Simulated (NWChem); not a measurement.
# Basis-set convergence for H$_{4}$GeS

SMILES: [SH][GeH3]
```xyz
6

Ge    -0.6675     0.2120     0.1068
S      1.4239    -0.5234    -0.2677
H     -0.9081     1.5825    -0.5803
H     -1.5762    -0.8703    -0.5222
H     -0.9520     0.3355     1.6275
H      2.0141     0.5434     0.3395
```
Charge 0, spin multiplicity 1.

Everything below was run with NWChem. Structure: optimised with PBE/def2-SVP, a minimum by its harmonic frequencies.

Quantity: LUMO energy at the level PBE.

The Hamiltonian is non-relativistic. The Pople sets run with spherical d functions. The structure started from a generated list of species.

### Question
In aug-cc-pVTZ the value is -1.32 eV. Among 3-21G, cc-pVDZ, pcseg-1, def2-SVP, 6-311G**, aug-cc-pVDZ, def2-TZVP, cc-pVTZ, def2-TZVPP, which is the smallest basis within 0.2 eV of it?

### Answer
6-311G**, with 94 functions against 201 and about 2 % of the time (also within reach: aug-cc-pVDZ). aug-cc-pVTZ isn't the basis-set limit itself, and a small set can land close by cancellation.

```
basis        functions  LUMO energy (eV)
-----------  ---------  ----------------
3-21G               43             -0.96
cc-pVDZ             65             -0.84
pcseg-1             65             -1.09
def2-SVP            70             -0.73
6-311G**            94             -1.22
aug-cc-pVDZ         99             -1.32
def2-TZVP          109             -1.07
cc-pVTZ            133             -1.07
def2-TZVPP         146             -1.07
aug-cc-pVTZ        201             -1.32
```
